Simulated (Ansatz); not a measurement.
`C/C=[CH]/[AlH2]` + H₂ → `C=[CH][AlH2]` + CH₄ at 400 K and 1 bar (hydrogenolysis of a C–C bond).

Isolated molecules relaxed with PBE0-D4/def2-TZVP in Ansatz; ΔE leaves out vibrations. CCSD(T)/CBS adds triple-zeta CCSD(T) − MP2 to the extrapolated MP2 energy (def2 sets, frozen cores). This one scheme is used for every species.

```
          species  CCSD(T)/CBS energy (Eh)  H − E (kJ/mol)  S (J/(mol·K))
`C/C=[CH]/[AlH2]`               -360.34981           248.5          353.5
               H₂                 -1.17544            38.0          139.0
   `C=[CH][AlH2]`               -321.08307           168.1          312.7
              CH₄                -40.46206           131.3          197.2
```

H − E and S are ideal-gas, rigid-rotor, harmonic terms from PBE0-D4/def2-TZVP. The MP2-based limit puts H₂ 0.8 mEh under its directly extrapolated value; such offsets cancel only in part. 1 Eh = 2625.50 kJ/mol, R = 8.31446 J/(mol·K).

Q: By hand: ΔE, ΔH, ΔS and ΔG.

A: ΔE = (-321.08307) + (-40.46206) − (-360.34981) − (-1.17544) = -0.01988 Eh = -52.2 kJ/mol. Δ(H − E) = 168.1 + 131.3 − 248.5 − 38.0 = 12.9, so ΔH = -39.3 kJ/mol. ΔS = 312.7 + 197.2 − 353.5 − 139.0 = 17.4 J/(mol·K). ΔG = -39.3 − 400 × (17.4)/1000 = -46.3 kJ/mol.

Q: By hand: the equilibrium constant, and the temperature at which ΔG would vanish if ΔH and ΔS stayed fixed.

A: log₁₀ K = −ΔG/(RT ln 10) = 6.0. ΔH and −TΔS have one sign here, so there is no such temperature.

ΔH outweighs TΔS. A doubt of 5 kJ/mol in ΔE shifts log₁₀ K by 0.7 here. These are equilibria of isolated gas molecules and say nothing of rates. Largest T1 diagnostic: 0.011 (customary marks: 0.02 for closed shells, 0.045 for open ones).
